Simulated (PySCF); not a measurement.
## How methods differ on the excitation energy of Rh²⁺

Rh²⁺ [Kr] 4d7 (4F) → Rh²⁺ [Kr] 4d6 5p1 (high-spin determinant), as a difference of total energies. All numbers are calculated (PySCF 2.14, the spin-free X2C one-electron Hamiltonian (Gaussian nucleus), in aug-cc-pVTZ-DK (9s8p6d3f2g, 102 functions)). Correlated levels: valence: [Kr] frozen. The calculations carry no spin-orbit coupling.

```json
{"method": "UHF", "excitation energy (eV)": "10.622"}
{"method": "LDA", "excitation energy (eV)": "11.201"}
{"method": "PBE", "excitation energy (eV)": "11.145"}
{"method": "PBE0", "excitation energy (eV)": "11.253"}
{"method": "r2SCAN", "excitation energy (eV)": "11.188"}
{"method": "wB97X", "excitation energy (eV)": "11.874"}
{"method": "r2SCANh", "excitation energy (eV)": "11.220"}
{"method": "B3LYP", "excitation energy (eV)": "11.352"}
{"method": "MP2 (valence)", "excitation energy (eV)": "11.434"}
{"method": "SCS-MP2 (valence)", "excitation energy (eV)": "11.862"}
```

Problem. How much does correlation contribute at MP2 (valence)?

Solution. 11.434 − (10.622) = 0.812 eV, measured against UHF.

A first-order spin-orbit estimate (lowest level to lowest level, LS coupling) adds 0.190 eV.

The determinant of the upper state mixes LS terms, which raises its energy above the lowest term, most at the Hartree-Fock and MP2 levels.
